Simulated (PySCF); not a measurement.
# Checking a proposed structure

A compound C$_{6}$H$_{10}$Si gives the data below (simulated from a calculation) and was assigned the structure `C=C(C)[SiH2]C1C=C1`.

¹³C{¹H} NMR (computed): δ 150.2 (CH, 2C), 112.0 (CH2, 2C), 25.8 (CH, 2C).

¹H NMR (600 MHz, computed): δ 7.08 (m, 2H), 4.99 (m, 2H), 4.68 (m, 2H), 3.00 (m, 2H), 1.95 (m, 2H).

Gas phase, averaged over atoms made equivalent by symmetry, fast rotation or ring inversion, single conformer, non-relativistic. Coordinates at the GFN2-xTB level; NMR shieldings at PBE0/pcSseg-1/GIAO; PySCF.

δ = σ(ref) − σ, references computed at the same level: TMS for ¹H (σref 31.72), ¹³C (σref 186.93).

(1) Compare with the shifts computed for the proposed structure, pairing carbons in order of shift.

(2) Which isomer fits?

## Answers

(1) Mapped SMILES: `[CH2:1]=[C:2]([CH3:3])[SiH2:4][CH:5]1[CH:6]=[CH:7]1`; H(Xn) means a hydrogen on atom n.

```csv
atom,computed for proposal,given list,difference
C2,151.3,150.2,+1.1
C1,133.8,150.2,-16.4
C6,120.3,112.0,+8.3
C7,120.3,112.0,+8.3
C3,28.2,25.8,+2.4
C5,1.7,25.8,-24.1
```

The rms difference is 12.9 ppm and the largest -24.1 ppm at C5 (three-membered-ring carbon). The proposal also would give 5 carbon signals, not 3. The carbon types in order of shift don't match either: C, CH2, CH, CH, CH3, CH for the proposal against CH, CH, CH2, CH2, CH, CH in the data. The proposal doesn't fit.

(2) SMILES C=C[C@@H]1[SiH2][C@H]1C=C.

1. Carbon types of the structure: 4 × CH, 2 × CH2, leaving 2 H on heteroatoms.
2. δC 150.2: alkene CH; as expected for a trigonal carbon in a double bond.
3. δC 112.0: terminal =CH2 carbon; an sp2 carbon of a C=C bond.
4. δC 25.8: three-membered-ring carbon; carbons of three-membered rings are unusually shielded.
5. δH 4.99, 4.68: hydrogen on a terminal =CH2 carbon; a vinylic proton, deshielded by the sp2 carbon and the C=C anisotropy.

Other isomers checked: C=C1C=C(C)[SiH2]C1 (rms 18.2 ppm); C=C(C)C#CC[SiH3] (rms 19.1 ppm).

This is the structure that produced the data.

Shifts are as computed. Against solution values, carbons near 30 ppm lie about +3 ppm off and those near 130 ppm about +5 ppm. Of 1211 compounds with measured shifts, 218 miss one by over three times the rms of a fit or turn the order of signals round; such compounds aren't used in these exercises. Multiplicities follow the n + 1 count of equivalent neighbours, as no J values were calculated; m marks all less simple cases, F and P coupling included.
